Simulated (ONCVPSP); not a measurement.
**rubidium (Rb): one change to an ONCV potential, before and after**

```
Element                 : rubidium (Rb)
Generator               : ONCVPSP 4.0.1
Type                    : optimised norm-conserving Vanderbilt (ONCV)
Functional              : PBEsol
Relativity              : scalar-relativistic
Frozen core             : [Ar] 3d10 4s2
Valence charge          : 7
Reference configuration : 4p6 5s1
Partial waves           : 5s: rc 3.85 bohr, ncon 4, nbas 8, qcut 1.9 1/bohr, 1 projector; 4p: rc 1.65 bohr, ncon 4, nbas 7, qcut 4 1/bohr, 2 projectors, debl 4 Ha; d scattering state at 0.43 Ha: rc 3.00 bohr, ncon 3, nbas 8, qcut 2.7 1/bohr, 2 projectors, debl 3.5 Ha
Local potential         : polynomial inside 1.35 bohr (lpopt 2, dvloc0 0 Ha)
Core correction         : Teter function, fcfact 4, rcfact 1.55
```

Change: p: rc 1.56.

Cutoffs: the cutoffs (Ha) at which the residual kinetic energy of the hardest occupied pseudo-wave falls to 1 and 0.1 mHa per electron; they do not see the model core or the augmentation charge, which bear on the density cutoff. Errors are all-electron minus pseudo energies relative to the spin-unpolarised reference configuration.

Question: What does the change do?

Answer: The potential gets harder (26 Ha and 51 Ha → 41 Ha and 58 Ha); both files keep a bound ghost (d, s); the errors of the 3 common tests hardly move. A smaller radius makes the pseudo-wave follow the all-electron one further in, where it bends more sharply, so more plane waves are needed.

```csv
quantity,base,changed
"cutoff, loose",26 Ha,41 Ha
"cutoff, tight",51 Ha,58 Ha
loose cutoff by channel,"s 1.1 Ha, p 26 Ha","s 1.1 Ha, p 41 Ha"
bound ghosts,"s, d","s, d"
GHOST(+) flags under 300 eV,d at 9.7 eV,d at 9.7 eV
tests with a reliable result,3 of 4,3 of 4
"error for 4p6 5s0, meV [ΔE 4.07 eV]",+7.8,+7.9
"error for 4p6 5s0.5, meV [ΔE 1.56 eV]",+1.2,+1.2
"error for 4p6 5s0 5p1, meV [ΔE 1.49 eV]",+2.2,+2.3
s: phases at 3.91 bohr within 0.05 rad from the reference energy up to (Ha; the scan ends near 5),n/a,n/a
d: phases at 3.04 bohr within 0.05 rad from the reference energy up to (Ha; the scan ends near 5),0.6,0.6
"rms error of d²Exc/dni dnj with the model core, mHa",0.27,0.29
```

Base: The cutoffs count occupied waves only; projector 2 of the d channel, the hardest unoccupied one, needs 74 Ha at the loose tolerance. A true bound ghost makes a file unfit for plane-wave use even where its test errors are small: the radial tests pick states by their node count and pass the ghost by.
